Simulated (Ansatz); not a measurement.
`[GaH2][O][GeH3]` + ethanol → `CC[O][GeH3]` + `[OH][GaH2]` at 298.15 K and 1 bar (ligand exchange at a Ge–O bond).

Calculated with Ansatz (gas phase, PBE0-D4/def2-TZVP geometries, no zero-point term in ΔE). CCSD(T)/CBS adds triple-zeta CCSD(T) − MP2 to the extrapolated MP2 energy (def2 sets, frozen cores). For Ga, Ge outer-core shells are correlated without core-valence functions, which leaves a few kJ/mol of doubt a bond. Scalar relativity is left out up to krypton. Each species was taken in one conformer, which may not be the lowest.

```csv
species,CCSD(T)/CBS energy (Eh),H − E (kJ/mol),S (J/(mol·K))
`[GaH2][O][GeH3]`,-4078.25260,125.8,341.8
`CCO`,-154.88256,224.2,269.4
`CC[O][GeH3]`,-2232.20346,265.4,340.8
`[OH][GaH2]`,-2000.92981,82.7,263.1
```

H − E and S are ideal-gas, rigid-rotor, harmonic terms from PBE0-D4/def2-TZVP, for one conformer and one mirror image of each species. 1 Eh = 2625.50 kJ/mol, R = 8.31446 J/(mol·K).

Question: By hand: ΔE, ΔH, ΔS and ΔG.

Answer: ΔE = (-2232.20346) + (-2000.92981) − (-4078.25260) − (-154.88256) = 0.00189 Eh = 5.0 kJ/mol. Δ(H − E) = 265.4 + 82.7 − 125.8 − 224.2 = -1.9, so ΔH = 3.1 kJ/mol. ΔS = 340.8 + 263.1 − 341.8 − 269.4 = -7.3 J/(mol·K). ΔG = 3.1 − 298.15 × (-7.3)/1000 = 5.3 kJ/mol.

Question: By hand: the equilibrium constant, and the temperature at which ΔG would vanish if ΔH and ΔS stayed fixed.

Answer: log₁₀ K = −ΔG/(RT ln 10) = -0.9. ΔH and −TΔS have one sign here, so there is no such temperature. One of them is within its doubt of zero, so this could turn.

TΔS isn't small against ΔH here. The sign of ΔG lies within the doubt. A doubt of 5 kJ/mol in ΔE shifts log₁₀ K by 0.9 here. Other conformers and mirror images would add mixing entropy, several J/(mol·K) or more a flexible species. Modes under 60 cm⁻¹, often nearly free rotors, make the harmonic entropy too high. These are equilibria of isolated gas molecules and say nothing of rates. Largest T1 diagnostic: 0.015 (customary marks: 0.02 for closed shells, 0.045 for open ones).
